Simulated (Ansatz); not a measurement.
Species: sum formula SiN₂H₄F, charge 0, multiplicity 2. It need not be the lowest isomer of its formula. 
Coordinates optimised at B3LYP-D3(BJ)/def2-TZVP (Ansatz, a program for electronic structure):
```
Si
F 1 1.6194
N 1 1.7062 2 115.70
H 3 1.0062 1 121.99 2 -83.50
H 3 1.0104 4 112.68 1 -158.40
N 1 1.7180 2 103.38 3 116.12
H 6 1.0086 1 119.46 2 179.52
H 6 1.0089 7 111.49 1 146.31
```
Charge 0, spin multiplicity 2.

Dipole moments at this geometry, in debye (magnitudes).

```csv
level,program,dipole (D)
SVWN5/def2-TZVPD,Ansatz,2.08
BLYP/def2-TZVPD,Ansatz,[?]
revPBE/def2-TZVPD,Ansatz,1.99
r2SCAN/def2-TZVPD,Ansatz,2.00
PBE0/def2-TZVPD,Ansatz,2.03
BHLYP/def2-TZVPD,Ansatz,2.03
r2SCANh/def2-TZVPD,Ansatz,2.01
HSE06/def2-TZVPD,Ansatz,2.03
CAM-B3LYP/def2-TZVPD,Ansatz,2.02
LC-wPBE/def2-TZVPD,Ansatz,2.01
wB97M-V/def2-TZVPD,Ansatz,2.00
wB97X-V/def2-TZVPD,Ansatz,2.01
CCSD(T)/aug-cc-pV(D+d)Z,Ansatz,[?]
```

Q: Some entries are withheld; supply them.

A: 
- BLYP/def2-TZVPD, dipole (D): 1.99
- CCSD(T)/aug-cc-pV(D+d)Z, dipole (D): 1.98
